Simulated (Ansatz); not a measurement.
This geometry of GeH2S2 (5 atoms, charge 0, multiplicity 1) is a first-order saddle point.

All numbers below come from Ansatz, RKS PBE-D4/def2-TZVP.

```xyz
5
Properties=species:S:1:pos:R:3
S -0.924 -0.966 -0.944
Ge -0.977 1.002 0.298
S 1.247 1.341 0.556
H -0.907 -1.696 0.200
H 1.611 0.245 -0.153
```

Which two structures does it join? (They come from a converged band through this point; their orientation in space is the band's.)

No bond is made or broken. The dihedral H4–S1–Ge2–S3 goes from 1 to -180°.

Image 0:

```xyz
5
Properties=species:S:1:pos:R:3
S -1.610 -0.539 -0.560
Ge -0.670 1.440 0.037
S 1.465 0.863 0.553
H -0.555 -1.369 -0.380
H 1.419 -0.468 0.308
```

Image 8:

```xyz
5
Properties=species:S:1:pos:R:3
S -0.659 -1.162 -0.375
Ge -0.684 1.069 -0.003
S 1.495 1.266 0.592
H -1.968 -1.213 -0.722
H 1.865 -0.033 0.467
```

How far does it lie above each of them?

6.5 kcal/mol above the first and 8.8 kcal/mol above the second. This is the barrier of this one path; another mechanism may lie lower.

Run time: 2 min on 2 threads of Arm Neoverse V1, on a shared host, peak memory 0.17 GiB.
